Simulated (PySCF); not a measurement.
A geometry optimisation on `[CH3][Al-]([CH3])([CH3])[P+](C)(C)C`.

Method: PBE0-D3(BJ)/def2-SVP geometry optimisation, gas phase (PySCF 2.14.0). Start geometry: GFN2-xTB. A driver script takes a list of jobs; this job's settings line and coordinates (Å) are shown.

Command:
```bash
OMP_NUM_THREADS=1 python probes_run.py task.json out
```

Input:
```
{"job": {"xc": "PBE0", "basis": "def2-SVP", "d3": "d3bj", "grid": 1, "shake": 0.01, "kind": "geom"}, "charge": 0, "multiplicity": 1}
C      1.882800     1.687080    -0.935200
Al     1.596050    -0.149820    -0.243850
C      2.015880    -0.527670     1.667990
C      1.494510    -1.663400    -1.540360
P     -0.940510     0.082900     0.108730
C     -1.855530    -1.447290     0.519840
C     -1.967570     0.754690    -1.241960
C     -1.445550     1.176540     1.503100
H      1.497860     2.488350    -0.228390
H      1.348470     1.887050    -1.883010
H      2.906730     1.950590    -1.111110
H      1.430740    -1.324700     2.118540
H      3.047180    -0.833100     1.804930
H      1.891000     0.351150     2.333500
H      1.130930    -2.612640    -1.068540
H      0.753020    -1.451800    -2.343800
H      2.415450    -1.886240    -2.028250
H     -1.410610    -1.901570     1.407170
H     -2.906630    -1.257900     0.716060
H     -1.782240    -2.137560    -0.306270
H     -3.044550     0.786880    -0.968390
H     -1.846800     0.106340    -2.129290
H     -1.628260     1.771330    -1.508230
H     -1.090430     2.179430     1.323990
H     -2.529600     1.185500     1.607410
H     -1.030540     0.810490     2.428670
```

Output:
```
step   0  E = -822.42005106  max force = 0.031179
step   1  E = -822.42613578  max force = 0.008150
step   2  E = -822.42677118  max force = 0.003422
step   3  E = -822.42736000  max force = 0.003509
step   4  E = -822.42750596  max force = 0.002605
step   5  E = -822.42757483  max force = 0.000683
step   6  E = -822.42759699  max force = 0.000418
step   7  E = -822.42761616  max force = 0.000568
step   8  E = -822.42763348  max force = 0.000615
step   9  E = -822.42765598  max force = 0.000611
step  10  E = -822.42768162  max force = 0.000621
step  11  E = -822.42770789  max force = 0.000479
step  12  E = -822.42772731  max force = 0.000395
step  13  E = -822.42773928  max force = 0.000252
optimisation converged
```

Energies in Eh; «max force» is the largest Cartesian gradient component in Eh/bohr.

Question: Give the first gradient maximum in eV/Å.

Answer: With 1 Eh/bohr = 51.422 eV/Å, 1.603 eV/Å.

Question: How much energy does the optimisation release, in kJ/mol?

Answer: E(step 0) − E(last step) = 0.007688 Eh, which is 20.2 kJ/mol.

Main results: final energy -822.42774 Eh after 13 steps; dipole 5.29 D.

Question: Give the final coordinates.

Answer: 0.199 Å rms from the input after alignment:
```
atom  x, y, z in Å
C1     1.8624    1.7480   -0.7782
Al2    1.4239   -0.1157   -0.2407
C3     1.9955   -0.6897    1.5770
C4     1.4152   -1.5009   -1.6680
P5    -1.0198    0.0946    0.1594
C6    -1.8196   -1.4739    0.6488
C7    -1.9973    0.6624   -1.2764
C8    -1.4687    1.2601    1.4931
H9     1.6214    2.4896    0.0037
H10    1.3497    2.0635   -1.7039
H11    2.9449    1.8489   -0.9750
H12    1.5320   -1.6388    1.8993
H13    3.0874   -0.8552    1.6046
H14    1.7791    0.0657    2.3529
H15    0.9775   -2.4593   -1.3380
H16    0.8717   -1.1824   -2.5750
H17    2.4471   -1.7276   -1.9915
H18   -1.3464   -1.8433    1.5704
H19   -2.9010   -1.3527    0.8152
H20   -1.6513   -2.2204   -0.1413
H21   -3.0699    0.7381   -1.0403
H22   -1.8547   -0.0439   -2.1074
H23   -1.6229    1.6453   -1.5980
H24   -1.0877    2.2596    1.2366
H25   -2.5573    1.3117    1.6481
H26   -0.9802    0.9401    2.4251
```

Time: 5.3 min wall; peak memory 1.0 GiB. Hardware: Arm Neoverse V2, one thread, no GPU, on a shared host.
Labels such as C1 count atoms from 1, the log's own numbers from 0.
